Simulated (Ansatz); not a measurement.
C3H2F3, SMILES F[C](C(F)=C)F, multiplicity 2.

The structure is a stationary point at B3LYP-D3(BJ)/def2-SVP. The isomer is the one that the SMILES or the coordinates give; other isomers of the formula were not compared. The values are those of a single conformer.

Two levels are set side by side: PBE/def2-SVPD (Ansatz, a first-principles code) and PBE0/def2-SVPD (Ansatz). Energy differences of separate SCF runs at the same geometry; the states with an electron removed or added have multiplicity 1 and 1. Differences are taken from unrounded values.

| quantity | PBE0 | PBE | PBE minus PBE0 |
|---|---|---|---|
| vertical ionisation energy (eV) | 8.44 | 8.14 | -0.30 |
| vertical electron affinity (eV) | 0.33 | 0.35 | 0.02 |
